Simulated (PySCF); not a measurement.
Dipole moment and polarisability of `COCc1cnoc1`

C5H7NO2.
Geometry (GFN2-xTB, Å), atoms numbered from 1 in this order:
```
atom  x, y, z in Å
C1     1.9310    0.0801   -1.1095
O2     1.6774   -0.1178    0.2596
C3     0.4973   -0.8481    0.5211
C4    -0.7455   -0.0763    0.2057
C5    -1.5690   -0.1548   -0.9473
N6    -2.5421    0.7088   -0.8862
O7    -2.4066    1.3821    0.2755
C8    -1.3390    0.9226    0.9278
H9     1.1357    0.6591   -1.5932
H10    2.8651    0.6340   -1.1700
H11    2.0397   -0.8785   -1.6325
H12    0.5341   -1.0751    1.5896
H13    0.4966   -1.7891   -0.0494
H14   -1.4759   -0.8072   -1.7920
H15   -1.1034    1.3681    1.8732
```

Level: PBE0/def2-SVPD (PySCF), static field, nuclei fixed, core orbitals frozen in the response. The polarisability tensor in these axes (au):

```
x   76.73 -8.28  1.09
y   -8.28 63.35  5.23
z    1.09  5.23 70.17
```

Task: Diagonalise the tensor; give its mean and Δα, where Δα² is half the sum of the squared differences of the eigenvalues.

Result: Principal values 57.29, 72.10 and 80.86 au; mean 70.09 au = 10.39 Å³ = 11.56 × 10⁻⁴⁰ C²·m²/J; Δα = 20.63 au (29 % of the mean).

Task: What is the dipole moment, and where does it point?

Result: (1.74, -1.50, 0.32) D, 2.32 D in size, pointing from the negative to the positive side. Measured along this direction, the outermost atoms are O7 at the negative end and H11 at the positive end.

Task: How large is μ²/3kT at 500 K beside α?

Result: In Gaussian units μ²/3kT = 25.97 Å³ against 10.39 Å³, a ratio of 2.50; the Debye molar polarisation (4π/3)N_A(α + μ²/3kT) is 91.7 cm³/mol, leaving out the vibrational part.

Task: In TDDFT the mean static polarisability is Σ f/ω² over all singlet excitations (ω in hartree). How much of it do the 6 lowest give? Their energies (eV) and oscillator strengths: 5.95, 0.0055; 6.30, 0.0140; 6.53, 0.0772; 7.03, 0.0074; 7.19, 0.0196; 7.34, 0.0085.

Result: They add up to 2.23 au, 3.2 % of the 70.09 au; the largest single term is 1.34 au, from the state at 6.53 eV. Terms in order: 0.11, 0.26, 1.34, 0.11, 0.28, 0.12 au. Higher excitations give the rest. The strengths listed sum to 0.132.

Task: Give the eigenvalues of the traceless quadrupole moment Θ = ½Σq(3rr − r²1), origin at the centre of nuclear charge.

Result: -15.94, 3.88, 12.06 D·Å. The values depend on the origin, since the dipole doesn't vanish. The electronic extent ⟨r²⟩ about the same centre is 996 bohr², a root-mean-square distance of 2.16 Å for the 60 electrons.

The structure is a single GFN2-xTB conformer in the gas phase; no vibrational or solvent corrections.

These values come from a run that also computed excited states. On an Arm Neoverse V1 with one thread, shared host with 32 logical CPUs at a one-minute load of 32, this took 36 s wall and 0.95 GiB of memory at its peak.
